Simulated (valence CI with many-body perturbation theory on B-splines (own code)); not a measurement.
**Energy levels of Hg⁶⁶⁺**

Method: valence CI with perturbative core correlation (CI+MBPT): four valence electrons over a frozen Dirac-Fock core [Ne], a basis of 11 s, 11 p, 9 d, 7 f, 5 g, 2 h, 1 i functions for each j, with the one-electron correlation potential Σ1 (screened to all orders), the two-electron term Σ2, the three-electron term Σ3, Breit, model QED; selected single and double excitations, second order for the rest (own B-spline code, finite nucleus).

The last digits are not significant, and no measured levels were compared; by estimate large intervals hold to a few tenths of a per cent, small ones and those within an open d or f shell to about a per cent.

Levels 46 to 72 of 72, with energies above the lowest level, (3s^2 3p1/2^2) J=0. "Leading %" is the weight of the configuration and term that name the level; weights of strongly mixed levels are sums over their largest components and can fall short. In the jj column 3d3/2^4 stands for four electrons in 3d with j = 3/2. Lifetimes count E1, E2, E3, M1 and M2 decay at the calculated energies, and are blank where another channel may lead or the interval is too uncertain; long ones can be off by a factor of two.

| No. | Configuration | Term | J | E (Ry) | Leading % | Second component | Lifetime | g | Leading jj |
| --- | --- | --- | --- | --- | --- | --- | --- | --- | --- |
| 46 | 3s.3p2.3d | 5D | 4 | 114.08 | 46 | 36 % 3s.3p2.3d 5F | 51.7 ps | 1.378 | 3s 3p1/2 3p3/2 3d5/2 (99 %) |
| 47 | 3s.3p2.3d | 3P | 2 | 115.77 | 14 | 13 % 3s2.3d2 3F | 200 fs | 1.119 | 3s 3p1/2 3p3/2 3d5/2 (64 %) |
| 48 | 3s2.3d2 | 3F | 2 | 115.87 | 34 | 13 % 3s.3p2.3d 3P | 120 fs | 1.068 | 3s^2 3d3/2^2 (42 %) |
| 49 | 3s.3p2.3d | 3G | 5 | 115.95 | 61 | 39 % 3s.3p2.3d 5F | 37.9 ps | 1.261 | 3s 3p1/2 3p3/2 3d5/2 (100 %) |
| 50 | 3s.3p2.3d | 3F | 3 | 116.57 | 42 | 26 % 3s.3p2.3d 5P | 1.51 ps | 1.282 | 3s 3p1/2 3p3/2 3d5/2 (97 %) |
| 51 | 3s.3p2.3d | 3D | 3 | 117.43 | 62 | 10 % 3s.3p2.3d 5D | 1.03 ps | 1.287 | 3s 3p1/2 3p3/2 3d5/2 (97 %) |
| 52 | 3s.3p2.3d | 3P | 1 | 117.50 | 37 | 27 % 3s.3p2.3d 3D | 1.28 ps | 1.162 | 3s 3p1/2 3p3/2 3d5/2 (95 %) |
| 53 | 3s.3p2.3d | 3F | 4 | 117.72 | 41 | 34 % 3s.3p2.3d 1G | 1.83 ps | 1.169 | 3s 3p1/2 3p3/2 3d5/2 (94 %) |
| 54 | 3s2.3d2 | 3P | 0 | 117.90 | 47 | 24 % 3s.3p2.3d 3P | 70.9 fs |  | 3s^2 3d3/2^2 (71 %) |
| 55 | 3s.3p2.3d | 1D | 2 | 118.05 | 35 | 14 % 3s.3p2.3d 3F | 474 fs | 1.106 | 3s 3p1/2 3p3/2 3d5/2 (89 %) |
| 56 | 3s.3p2.3d | 3D | 3 | 118.63 | 36 | 22 % 3s.3p2.3d 3F | 284 fs | 1.190 | 3s 3p1/2 3p3/2 3d5/2 (90 %) |
| 57 | 3s.3p2.3d | 3F | 4 | 118.88 | 48 | 29 % 3s.3p2.3d 3G | 429 fs | 1.145 | 3s 3p1/2 3p3/2 3d5/2 (89 %) |
| 58 | 3s.3p2.3d | 3D | 1 | 119.08 | 38 | 23 % 3s.3p2.3d 1P | 639 fs | 0.938 | 3s 3p1/2 3p3/2 3d5/2 (91 %) |
| 59 | 3s.3p2.3d | 3P | 1 | 120.07 | 28 | 27 % 3s.3p2.3d 3S | 688 fs | 1.320 | 3s 3p1/2 3p3/2 3d5/2 (91 %) |
| 60 | 3s.3p2.3d | 1F | 3 | 120.17 | 37 | 30 % 3s.3p2.3d 3F | 296 fs | 1.087 | 3s 3p1/2 3p3/2 3d5/2 (86 %) |
| 61 | 3s.3p2.3d | 3D | 2 | 120.23 | 19 | 16 % 3s.3p2.3d 1D | 494 fs | 1.169 | 3s 3p1/2 3p3/2 3d5/2 (80 %) |
| 62 | 3s.3p2.3d | 3P | 0 | 120.33 | 47 | 42 % 3s.3p2.3d 1S | 461 fs |  | 3s 3p1/2 3p3/2 3d5/2 (87 %) |
| 63 | 3s.3p2.3d | 3D | 2 | 120.90 | 33 | 27 % 3s.3p2.3d 3P | 175 fs | 1.167 | 3s 3p1/2 3p3/2 3d5/2 (96 %) |
| 64 | 3p3.3d | 3D° | 2 | 122.87 | 15 | 14 % 3p3.3d 3F° | 1.77 ps | 0.905 | 3p1/2^2 3p3/2 3d3/2 (63 %) |
| 65 | 3s2.3d2 | 3F | 3 | 123.56 | 76 | 8 % 3s.3p2.3d 3F | 129 fs | 1.075 | 3s^2 3d3/2 3d5/2 (76 %) |
| 66 | 3p3.3d | 3P° | 0 | 123.97 | 52 | 20 % 3p3.3d 5D° | 831 fs |  | 3p1/2^2 3p3/2 3d3/2 (81 %) |
| 67 | 3s2.3d2 | 1G | 4 | 124.38 | 62 | 24 % 3s2.3d2 3F | 164 fs | 1.064 | 3s^2 3d3/2 3d5/2 (86 %) |
| 68 | 3s2.3d2 | 3P | 2 | 124.43 | 40 | 22 % 3s2.3d2 1D | 123 fs | 1.168 | 3s^2 3d3/2 3d5/2 (78 %) |
| 69 | 3p3.3d | 3F° | 3 | 124.43 | 23 | 19 % 3p3.3d 3G° | 518 fs | 1.049 | 3p1/2^2 3p3/2 3d3/2 (82 %) |
| 70 | 3p3.3d | 3D° | 1 | 124.46 | 32 | 25 % 3p3.3d 3P° | 518 fs | 1.064 | 3p1/2^2 3p3/2 3d3/2 (89 %) |
| 71 | 3s2.3d2 | 3P | 1 | 124.78 | 82 | 6 % 3s.3p2.3d 3P | 127 fs | 1.475 | 3s^2 3d3/2 3d5/2 (82 %) |
| 72 | 3s.3p.3d2 | 5G° | 2 | 124.81 | 45 | 21 % 3s.3p.3d2 3F° | 495 fs | 0.623 | 3s 3p1/2 3d3/2^2 (73 %) |

Where two levels of one J and parity lie close, their mixing, g and order are uncertain.
